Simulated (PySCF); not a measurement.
Energy of In+ (indium, charge +1) between two integer charges

The 5s beta orbital of [Kr] 4d10 5s2 is emptied in steps (occupation f), with all orbitals relaxed, ending at [Kr] 4d10 5s1. Computed with PySCF 2.14 in def2-TZVPPD with the def2 core potential (28 electrons) (7s5p4d2f, 56 functions), with a scalar-relativistic core potential. The exact energy is a straight line in f; departures are measured from the line between the end points of the same method.

```csv
f,UHF (eV),LDA (eV),PBE (eV),PBE0 (eV),r2SCAN (eV),LC-wPBE (eV),BHandHLYP (eV),wB97X (eV),HSE06 (eV),TPSS (eV)
1,0.000,0.000,0.000,0.000,0.000,0.000,0.000,0.000,0.000,0.000
0.9,0.024,-0.372,-0.368,-0.266,-0.325,-0.025,-0.181,-0.071,-0.299,-0.353
0.7,0.054,-0.871,-0.862,-0.622,-0.758,-0.059,-0.426,-0.164,-0.698,-0.828
0.5,0.063,-1.039,-1.030,-0.742,-0.898,-0.074,-0.511,-0.190,-0.834,-0.994
0.3,0.051,-0.873,-0.869,-0.625,-0.752,-0.066,-0.434,-0.150,-0.703,-0.844
0.1,0.021,-0.374,-0.373,-0.267,-0.322,-0.031,-0.189,-0.052,-0.302,-0.366
0,0.000,0.000,0.000,0.000,0.000,0.000,0.000,0.000,0.000,0.000
```

```
   method  E(f=0) − E(f=1) (eV)  −ε at f=1 (eV)  −ε at f=0.5 (eV)
      UHF                17.010          17.281            17.001
      LDA                19.507          15.375            19.500
      PBE                19.059          14.984            19.036
     PBE0                18.726          15.779            18.717
   r2SCAN                18.807          15.192            18.839
  LC-wPBE                18.508          18.225            18.488
BHandHLYP                18.582          16.576            18.557
    wB97X                18.886          18.097            18.924
    HSE06                18.775          15.451            18.761
     TPSS                18.782          14.875            18.735
```

Orbital energy along the path (eV):

| f | UHF | LDA | PBE | PBE0 | r2SCAN | LC-wPBE | BHandHLYP | wB97X | HSE06 | TPSS |
| --- | --- | --- | --- | --- | --- | --- | --- | --- | --- | --- |
| 1 | -17.281 | -15.375 | -14.984 | -15.779 | -15.192 | -18.225 | -16.576 | -18.097 | -15.451 | -14.875 |
| 0.9 | -17.220 | -16.192 | -15.783 | -16.361 | -15.918 | -18.281 | -16.966 | -18.257 | -16.114 | -15.638 |
| 0.7 | -17.105 | -17.839 | -17.398 | -17.533 | -17.369 | -18.386 | -17.754 | -18.589 | -17.437 | -17.176 |
| 0.5 | -17.001 | -19.500 | -19.036 | -18.717 | -18.839 | -18.488 | -18.557 | -18.924 | -18.761 | -18.735 |
| 0.3 | -16.906 | -21.168 | -20.698 | -19.912 | -20.242 | -18.609 | -19.381 | -19.243 | -20.102 | -20.340 |
| 0.1 | -16.818 | -22.836 | -22.376 | -21.110 | -21.675 | -18.764 | -20.246 | -19.464 | -21.457 | -22.017 |
| 0 | -16.776 | -23.668 | -23.195 | -21.681 | -22.368 | -18.846 | -20.702 | -19.270 | -22.101 | -22.852 |

As f goes to zero the orbital energy of a semilocal functional can turn back, because the density of that orbital vanishes from the exchange-correlation potential.

Reference removal energy between the ground levels: 18.870 eV (measured; NIST Atomic Spectra Database, ionization energies). UHF lacks correlation.
